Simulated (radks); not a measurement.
The numbers below are computed, except where a source is named.
Fractional charge and spin in the 5s shell of europium: the spin-up occupation runs from 0 to 1 and the spin-down occupation from 0 to 1; the fullest corner is Eu2+, [Kr] 4d10 4f(up 3.5, down 3.5) 5p6 5s(up 1, down 1). Level of theory: scalar-relativistic Kohn-Sham, LDA (Slater exchange, Perdew-Wang correlation), spin-polarised, spherical densities, point nucleus (a radial shooting solver on a logarithmic mesh with Libxc functionals). Energy (eV) minus the two flat planes that join the four corners (they meet along the diagonal where the two added fractions sum to one electron); zero is where a piecewise linear energy would lie.

\begin{tabular}{lrrrrr}
down \ up & 0 & 0.25 & 0.5 & 0.75 & 1 \\ \hline
0 & 0.000 & -1.348 & -1.791 & -1.338 & 0.000 \\
0.25 & -1.348 & -1.737 & -1.233 & 0.156 & -1.271 \\
0.5 & -1.791 & -1.233 & 0.208 & -1.168 & -1.685 \\
0.75 & -1.338 & 0.156 & -1.168 & -1.635 & -1.257 \\
1 & 0.000 & -1.271 & -1.685 & -1.257 & 0.000 \\
\end{tabular}

Corners above the fullest one (they belong to Eu3+ and the next ion): (up 1, down 0) 65.099 eV, (up 0, down 1) 65.099 eV, (up 0, down 0) 144.95 eV. With half an added electron in each spin the energy lies 0.208 eV from the planes, and with half an added electron in spin up alone -1.791 eV. The planes are only a guide here: the flat-plane condition holds for ground states with one frontier orbital, while this shell lies below other occupied shells, so the corners above the fullest one are inner-hole states and not the ground states of those ions.
